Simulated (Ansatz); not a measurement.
Basis sets compared for Si(vinyl)(OMe)3 (C5H12O3Si). Charge 0, multiplicity 1. Geometry PBE-D4/def2-SVP. Ansatz on 2 threads of AMD EPYC 7R13 on a shared host and a share (18 GiB) of an NVIDIA H100 80GB HBM3; times are rough, and most runs start from earlier orbitals.

```xyz
21

Si    0.015    0.081    0.216
C     1.086    1.597    0.328
C     2.407    1.552    0.598
H     0.615    2.584    0.158
H     2.917    0.589    0.774
H     3.027    2.463    0.660
O     1.028   -1.215    0.477
C     0.575   -2.546    0.662
H    -0.211   -2.607    1.446
H     1.436   -3.172    0.975
H     0.159   -2.974   -0.278
O    -0.786    0.017   -1.257
C    -0.153    0.146   -2.515
H     0.495    1.051   -2.574
H    -0.933    0.229   -3.300
H     0.481   -0.738   -2.753
O    -1.203   -0.009    1.351
C    -2.471    0.613    1.266
H    -2.425    1.679    1.584
H    -3.172    0.087    1.947
H    -2.885    0.573    0.234
```

Binding counts from free atoms (Si triplet, C triplet, H doublet, O triplet) in the same basis, without a counterpoise term.

```
           level  functions  energy (Eh)  HOMO (eV)  LUMO (eV)  binding per atom (eV)  wall time
 PBE-D4/def2-SVP        190    -711.9434      -6.17      -1.35                   4.32       17 s
PBE0-D4/def2-SVP        190    -712.0041      -7.67      -0.35                   4.24       16 s
```

**Question.** Estimate the rows for PBE-D4/def2-TZVP, PBE0-D4/def2-TZVP.

**Answer.** 
```
            level  functions  energy (Eh)  HOMO (eV)  LUMO (eV)  binding per atom (eV)  wall time
 PBE-D4/def2-TZVP        357    -712.5464      -6.36      -1.56                   4.30       12 s
PBE0-D4/def2-TZVP        357    -712.5999      -7.77      -0.55                   4.22       17 s
```
